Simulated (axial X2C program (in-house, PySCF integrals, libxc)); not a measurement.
## Worked dissociation energy of RuTe: HF, scalar-relativistic

Computed with an in-house relativistic program for diatomic molecules. Spin-free means the one-electron spin-free X2C Hamiltonian. Basis: Te dyall-cv3z [11s12p8d4f1g], Ru dyall-cv3z [12s12p8d5f3g] (cores contracted in-house); Gaussian nuclei, density fitting, unrestricted open shells. Masses: Te 129.906 u, Ru 101.904 u.

Molecular state: M_S = 2, Λ = 2 (beyond evenly filled blocks: σα, π+α, π-α, δ+α, δ+β, δ-α).

* E(Te) (2M_S = 2, M_L = 0): -6790.947672 hartree
* E(Ru) (2M_S = 4, M_L = 2): -4528.041604 hartree
* E(RuTe) at Re: -11319.020026 hartree
* ωe: 172.4 cm⁻¹
* ωexe: 0.309 cm⁻¹

Problem. Work out De and D0.

Solution. De = -6790.947672 + (-4528.041604) − (-11319.020026) = 0.03075 hartree = 0.837 eV. The zero-point energy is ωe/2 − ωexe/4 = 86 cm⁻¹ = 0.011 eV, so D0 = 0.826 eV.

Occupations by symmetry block were frozen at the best pattern of an incomplete PBE0 search. De is counted from the lowest determinant-based energies of the atoms at the same level, without counterpoise correction. PBE0 can misorder states that lie within some tenths of an eV, so this need not be the ground state of the molecule. The nearest other spin-free determinant of the search, M_S = 2, Λ = 0, lies 0.25 eV up at the distance of the search. Spin-free De lacks the spin–orbit lowering of the heavy p-block atom, a tenth of an eV or more for 4p and 5p, up to an eV for 6p and one to two eV for 7p atoms, less what an open-shell molecule gains itself.

Hartree–Fock lacks correlation and underbinds, often by eV.

Each atomic determinant is the lowest at this level and need not be a pure term. Totals compare only within one Hamiltonian and basis.
